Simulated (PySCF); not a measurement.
Compounds:

A. `CCP1C=CC([SiH3])C=C1`
B. SMILES FC(F)(F)c1ccccc1
C. `N[Si]1(N)CC[C@@H]1N([SiH3])[SiH3]`

Spectrum 1. ¹³C{¹H} NMR (computed): δ 64.7 (CH), 26.0 (CH2), 19.5 (CH2).

Spectrum 2. ¹³C{¹H} NMR (computed): δ 137.6 (C), 137.3 (CH), 134.3 (CH), 133.9 (C), 132.2 (CH).

Spectrum 3. ¹³C{¹H} NMR (computed): δ 137.4 (CH), 132.7 (CH), 34.0 (CH), 28.6 (CH2), 12.8 (CH3).

Calculated, not measured (PySCF 2.14): NMR shieldings at PBE0/pcSseg-1/GIAO, coordinates at the GFN2-xTB level. A single conformation, no relativistic terms, equivalent nuclei averaged, in vacuum.

References, each an isolated molecule treated in the same way: TMS for ¹³C. Splittings of carbon signals by F and P are missing where no couplings were computed. Shifts are as computed. Against solution values, carbons near 30 ppm lie about +3 ppm off and those near 130 ppm about +5 ppm. Of 1211 compounds with measured shifts, 218 miss one by over three times the rms of a fit or turn the order of signals round; such compounds aren't used in these exercises.

Question: Which spectrum belongs to which compound?

Answer: 1–C, 2–B, 3–A.

- Spectrum 1 (C): 3 ¹³C signals; δC 64.7 is an sp3 CH bonded to N and Si; δC 26.0 is an sp3 CH2 in a ring.
- Spectrum 2 (B): 5 ¹³C signals; δC 137.3 is an aromatic CH; δC 134.3 is an aromatic CH.
- Spectrum 3 (A): 5 ¹³C signals; δC 137.4 is an alkene CH; δC 132.7 is an alkene CH.
